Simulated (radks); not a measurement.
The numbers below are computed, except where a source is named.
The fluorine anion F-, [Ne], held by a Watson sphere: a shell of charge +1 at radius R that stands for the Madelung well of a crystal (potential energy -1/R inside, -1/r outside, in hartree with lengths in bohr). Level of theory: scalar-relativistic Kohn-Sham, PBEsol, spin-polarised, spherical densities, point nucleus (a radial shooting solver on a logarithmic mesh with Libxc functionals). Response by self-consistent Sternheimer equations with the Hartree and adiabatic LDA kernel, the relativistic mass of each level held fixed and spin-orbit coupling left out. The sphere does not respond.

R (bohr) = 2.18: e(1s) (eV) -656.25; e(2s) (eV) -26.776; e(2p) (eV) -8.525; <r> 2p (bohr) 1.233; sum of <r^2> (bohr^2) 15.32; X-ray form factor at sin(theta)/lambda = 0.1 1/angstrom 8.993; alpha (bohr^3) 8.633
R (bohr) = 2.21: e(1s) (eV) -656.20; e(2s) (eV) -26.686; e(2p) (eV) -8.442; <r> 2p (bohr) 1.236; sum of <r^2> (bohr^2) 15.38; X-ray form factor at sin(theta)/lambda = 0.1 1/angstrom 8.990; alpha (bohr^3) 8.768
R (bohr) = 3.44: e(1s) (eV) -654.10; e(2s) (eV) -23.937; e(2p) (eV) -5.778; <r> 2p (bohr) 1.290; sum of <r^2> (bohr^2) 17.12; X-ray form factor at sin(theta)/lambda = 0.1 1/angstrom 8.912; alpha (bohr^3) 14.66
R (bohr) = 3.53: e(1s) (eV) -653.97; e(2s) (eV) -23.789; e(2p) (eV) -5.631; <r> 2p (bohr) 1.293; sum of <r^2> (bohr^2) 17.21; X-ray form factor at sin(theta)/lambda = 0.1 1/angstrom 8.909; alpha (bohr^3) 15.10
R (bohr) = 3.71: e(1s) (eV) -653.71; e(2s) (eV) -23.510; e(2p) (eV) -5.352; <r> 2p (bohr) 1.297; sum of <r^2> (bohr^2) 17.38; X-ray form factor at sin(theta)/lambda = 0.1 1/angstrom 8.902; alpha (bohr^3) 15.97
